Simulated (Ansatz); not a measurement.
C12H10, SMILES C1=CC=CC1=C1C=CC=CC=C1.

Coordinates come from a PBE-D3(BJ)/def2-SVP optimisation.

Two levels are set side by side: PBE/def2-SVPD (Ansatz, a first-principles code) and PBE0/def2-SVPD (Ansatz). Energy differences of separate SCF runs at the same geometry; the states with an electron removed or added have multiplicity 2 and 2. Differences are taken from unrounded values.

| quantity | PBE0 |
|---|---|
| vertical ionisation energy (eV) | 7.13 |
| vertical electron affinity (eV) | 1.06 |
| vertical singlet–triplet gap (eV) | 1.53 |

Task: What does PBE give, and how far is it from PBE0? (An estimate is asked for; the answer gives what the named calculation found.)

Result: 
```csv
quantity,PBE,PBE minus PBE0
vertical ionisation energy (eV),7.15,0.02
vertical electron affinity (eV),1.03,-0.03
vertical singlet–triplet gap (eV),1.65,0.12
```
